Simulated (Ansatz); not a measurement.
# Worked example: BHBr2 + AlHBr → BHBr + AlHBr2

Gas-phase species: BHBr2 `BrBBr`, singlet; AlHBr `[AlH][Br]`, doublet; BHBr `[BH]Br`, doublet; AlHBr2 `[Br][AlH][Br]`, singlet. A radical takes Br: the energy is the difference in strength between the B–Br bond broken and the Al–Br bond made.

Shapes, held fixed at every level: PBE0-D4/def2-TZVP. Programs: Ansatz 0.2.0. The zero-point and thermal change to 298 K, harmonic and unscaled (PBE0-D4/def2-TZVP), is -2.3 kJ/mol.

At CCSD(T)/def2-TZVPP; 1 Eh = 2625.50 kJ/mol:

```
species   energy (Eh)
  BHBr2  -5170.860851
  AlHBr  -2815.315840
   BHBr  -2598.029536
 AlHBr2  -5388.143420
```

Task: Work out ΔH(298 K) of the reaction at this level.

Result: 
1. Products less reactants: (-2598.029536) + (-5388.143420) − [(-5170.860851) + (-2815.315840)] = 0.003735 Eh = +9.8 kJ/mol.
2. With the thermal change: +9.8 + (-2.3) = +7.5 kJ/mol.

Other levels give -18.2 (HF/def2-TZVPP) to +15.4 kJ/mol (PBE0-D4/def2-TZVPP). No measured value is set beside it here. Open shells run unrestricted. Relativity is left out for Br. Outer-core shells of Br are correlated, in sets that cover them unevenly.
